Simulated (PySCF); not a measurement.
C₃HCl₂F (SMILES FC(Cl)=C=CCl), singlet, at a GFN2-xTB geometry. Base run: PySCF with DF-PBE0/cc-pV(D+d)Z.

PySCF was given this input:
```python
from pyscf import gto, scf, dft

mol = gto.Mole()
mol.atom = '''
    F    -1.823721   -1.324906   -0.101471
    C    -0.911251   -0.420894   -0.475112
    Cl   -1.547867    0.739518   -1.582125
    C     0.329242   -0.460658   -0.092334
    C     1.556263   -0.410776    0.326237
    Cl    2.029946    0.472383    1.730371
    H     2.372615   -0.924202   -0.159687
'''
mol.basis = 'cc-pv(d+d)z'
mol.charge = 0
mol.spin = 0
mol.verbose = 4
mol.max_memory = 1800
mol.build()

mf = dft.RKS(mol)
mf.xc = 'pbe0'
mf = mf.density_fit(auxbasis='def2-universal-jkfit')
mf.kernel()
```

The job was repeated with other settings on one machine. Differences are taken from the largest basis of the cc-pV(X+d)Z family in the series, which isn't the basis-set limit (cc-pV(Q+d)Z: -7.906 eV). The cheapest run took roughly 17 core-seconds.

```tsv
setting	basis functions	cost, times the cheapest (rough)	difference in HOMO energy (eV)
cc-pV(D+d)Z	107	1	0.130
cc-pV(T+d)Z	212	2	0.042
cc-pV(Q+d)Z	378	4	reference
```

Times come from a shared machine, hold the start-up and are rough.
